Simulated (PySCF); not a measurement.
## Tc: excitation energy

Tc [Kr] 4d5 5s2 (6S) → Tc [Kr] 4d6 5s1 (6D), as a difference of total energies. All numbers are calculated (PySCF 2.14, scalar relativity through the core potential, in def2-QZVPPD with the def2 core potential (28 electrons)). Correlated levels: valence: 4s2 4p6 frozen; valence and next inner shell: nothing frozen outside the core potential. The calculations carry no spin-orbit coupling.

| method | excitation energy (eV) | error (eV) |
| --- | --- | --- |
| UHF | 0.736 | +0.330 |
| LDA | 0.112 | -0.294 |
| PBE | -0.125 | -0.531 |
| PBE0 | -0.010 | -0.416 |
| r2SCAN | 0.089 | -0.317 |
| PBEsol | -0.102 | -0.508 |
| CAM-B3LYP | 0.264 | -0.142 |
| M06 | 0.500 | +0.094 |
| r2SCAN0 | 0.195 | -0.211 |
| MP2 (valence) | 0.423 | +0.017 |
| SCS-MP2 (valence) | 0.364 | -0.042 |
| MP2 (valence and next inner shell) | 0.579 | +0.173 |
| SCS-MP2 (valence and next inner shell) | 0.656 | +0.250 |

Reference: 0.406 eV (measured; NIST levels, between the centres of gravity of the two terms).

Errors of the correlated levels include the incompleteness of this basis and the frozen core.
